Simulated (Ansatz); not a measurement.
Mulliken charges of C₃H₆Ge (`C#[C][GeH2][CH3]`) from ωB97M-V/def2-TZVPP in Ansatz (PBE0-D4/def2-TZVP geometry).

```csv
atom,x (Å),y (Å),z (Å),charge (e)
C1,0.964,2.082,-1.348,-0.217
C2,0.259,1.322,-0.734,-0.214
Ge3,-0.832,0.098,0.238,0.219
C4,0.214,-1.490,0.656,-0.440
H5,1.585,2.757,-1.892,0.221
H6,-1.307,0.808,1.517,0.020
H7,-2.047,-0.245,-0.638,0.020
H8,-0.394,-2.205,1.212,0.125
H9,1.081,-1.218,1.258,0.133
H10,0.559,-1.961,-0.265,0.133
```

Q: By hand: the dipole of these point charges (1 e Å = 4.8032 D).

A: Σ q r = (-0.089, -0.136, 0.096) e Å, of length 0.189 e Å = 0.91 D.

Q: How does the dipole of the full density compare? (Estimate.)

A: Ansatz gave: (0.069, -0.136, 0.043) e Å, 0.76 D; the point charges give 1.20 times that, at 57° from its direction.

Point charges leave out the atoms' own dipoles, such as those of lone pairs, and Mulliken's split depends on the basis, so the two needn't agree.
